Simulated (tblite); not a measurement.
Compound: C8H17As.
SMILES with atom numbers: `[CH3:1][CH:2]([CH3:3])[C@@H:4]1[CH2:5][CH2:6][CH2:7][AsH:8][CH2:9]1` (hydrogens: H10, H11, H12 on C1; H13 on C2; H14, H15, H16 on C3; H17 on C4; H18, H19 on C5; H20, H21 on C6; H22, H23 on C7; H24 on As8; H25, H26 on C9)

Cartesian coordinates in Å at the GFN2-xTB level; atoms count from 1:
```
atom  x, y, z in Å
C1    -2.0857    0.4345    1.1932
C2    -1.6714   -0.3793   -0.0316
C3    -2.5253    0.0210   -1.2343
C4    -0.1649   -0.2732   -0.3519
C5     0.6718   -1.0508    0.6704
C6     2.1220   -1.2557    0.2348
C7     2.8935    0.0556    0.1380
As8    2.1212    1.1596   -1.3171
C9     0.3312    1.1670   -0.4627
H10   -1.4897    0.1669    2.0622
H11   -3.1306    0.2416    1.4286
H12   -1.9743    1.5000    1.0071
H13   -1.8776   -1.4361    0.1810
H14   -2.4076    1.0772   -1.4649
H15   -3.5772   -0.1609   -1.0246
H16   -2.2466   -0.5557   -2.1138
H17   -0.0193   -0.7615   -1.3286
H18    0.6625   -0.5258    1.6284
H19    0.2164   -2.0328    0.8266
H20    2.6130   -1.9205    0.9533
H21    2.1346   -1.7601   -0.7388
H22    3.9487   -0.1510   -0.0627
H23    2.8348    0.5921    1.0888
H24    2.5607    2.4837   -0.7265
H25    0.3951    1.6247    0.5268
H26   -0.3562    1.7621   -1.0684
```

Computed values, GFN2-xTB/tblite, gas phase, harmonic and unscaled. Errors from tens to a few hundred cm⁻¹ against measured bands are possible. Modes of hydrogen on arsenic can be 10 to 20 % off. One conformer, not necessarily the lowest.

Harmonic wavenumbers (cm⁻¹): 57.7, 95.7, 139.7, 200.3, 208.2, 224.8, 244.3, 248.7, 280.5, 335.5, 381.3, 465.7, 475.0, 523.6, 564.9, 669.7, 697.7, 732.6, 760.8, 819.0, 855.3, 889.4, 923.9, 942.3, 973.4, 985.2, 1002.4, 1017.5, 1053.1, 1066.6, 1111.1, 1134.1, 1147.3, 1183.7, 1191.2, 1194.0, 1208.9, 1247.2, 1269.0, 1287.7, 1307.4, 1341.4, 1351.7, 1359.2, 1366.3, 1409.0, 1423.8, 1451.7, 1457.3, 1488.0, 1494.7, 1498.0, 1506.7, 1510.1, 1514.1, 1843.0, 2849.4, 2906.4, 2913.8, 2925.4, 2934.0, 2940.1, 2943.1, 2951.0, 2955.5, 2971.4, 3023.8, 3027.0, 3029.1, 3035.9, 3040.1, 3042.3.

A = 1894, B = 693.6, C = 580.4 MHz; mass 188.055 u (most abundant isotopes); point group C1, symmetry number 1.

Question: What is the zero-point energy?

Answer: ½Σν̃ = 50310 cm⁻¹ = 601.84 kJ/mol.

Question: Give the ideal-gas entropy at 298.15 K and 1 bar in the rigid-rotor, harmonic-oscillator model (classical rotation).

Answer: Translation 174.17, rotation 127.29, vibration 125.57: S = 427.0 J/(mol K).

Question: And Cp and H(298.15 K) − H(0)?

Answer: Cp = 184.61 J/(mol K), of which vibrations give 151.35 (their classical limit is 72 R = 598.6); H(298.15 K) − H(0) = 31.11 kJ/mol without the zero-point energy, 21.20 from vibrations.

Question: Which modes carry the vibrational entropy at 298.15 K?

Answer: 57.7 cm⁻¹: 18.97; 95.7 cm⁻¹: 14.81; 139.7 cm⁻¹: 11.75; 200.3 cm⁻¹: 8.91; 208.2 cm⁻¹: 8.62; 224.8 cm⁻¹: 8.03 J/(mol K); the other 66 give 54.47 together.

Question: What must be added to the electronic energy to get the Gibbs energy at 298.15 K and 1 bar?

Answer: ZPE + [H(298.15 K) − H(0)] − T·S = 601.84 + 31.11 − 127.32 = 505.63 kJ/mol.

Hindered rotation and anharmonicity are outside this model. Other conformers, if any are populated, would add a mixing term that is left out. The structure is chiral; the term R ln 2 for an equal mix with its mirror image is left out.

Hardware: Arm Neoverse V1, one thread, on a shared host. Cost: 1.4 s. This covers the Hessian and the dipole derivatives.
